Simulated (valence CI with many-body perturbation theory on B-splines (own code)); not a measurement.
**Basis-set convergence for Ru31+**

Computed by relativistic CI+MBPT: three valence electrons over a frozen Dirac-Fock core [Ne], a basis of 9 s, 9 p, 8 d, 6 f, 3 g, 1 h functions for each j, with the one-electron correlation potential Σ1, the two-electron term Σ2, the three-electron term Σ3, Breit, model QED; selected CI, second order for the rest, scaled by the run's own slope (own B-spline code, finite nucleus).

The last digits are not significant, and no measured levels were compared; by estimate large intervals hold to a few tenths of a per cent, small ones and those within an open d or f shell to about a per cent.

The reference run has the lowest level (3s^2 3p1/2) J=1/2 and an ionisation energy of 1811.55 eV. Its largest variational space holds 8648 state functions.

Levels are named by their leading jj configuration (3d3/2^4 stands for four electrons in 3d with j = 3/2), which in mixed levels can hold well under half, so a name can repeat and another be missing. Letters in brackets count levels of one name in rising energy.

Changed runs:
A. basis 6 s, 6 p, 5 d, 3 f, 1 g
B. basis 5 s, 5 p, 4 d, 2 f

Excitation energies of the reference run in cm⁻¹, and shifts in cm⁻¹:

```csv
Level,Reference,A,B
(3s^2 3p3/2) J=3/2,254442,-10,-23
(3s 3p1/2^2) J=1/2,584437,-65,-218
(3s 3p1/2 3p3/2) J=3/2 [a],752648,-130,-406
(3s 3p1/2 3p3/2) J=5/2,814301,-62,-190
(3s 3p1/2 3p3/2) J=3/2 [b],912085,+32,+96
(3s 3p1/2 3p3/2) J=1/2,984868,+111,+360
(3s 3p3/2^2) J=5/2,1044460,-49,-169
(3s^2 3d3/2) J=3/2,1198010,+207,+642
(3s 3p3/2^2) J=1/2,1241050,+156,+486
(3s^2 3d5/2) J=5/2,1284670,+305,+991
(3s 3p3/2^2) J=3/2,1287600,+209,+723
(3p1/2^2 3p3/2) J=3/2,1537760,-10,-71
Ionisation energy (eV),1811.55,-0.016,-0.05
```
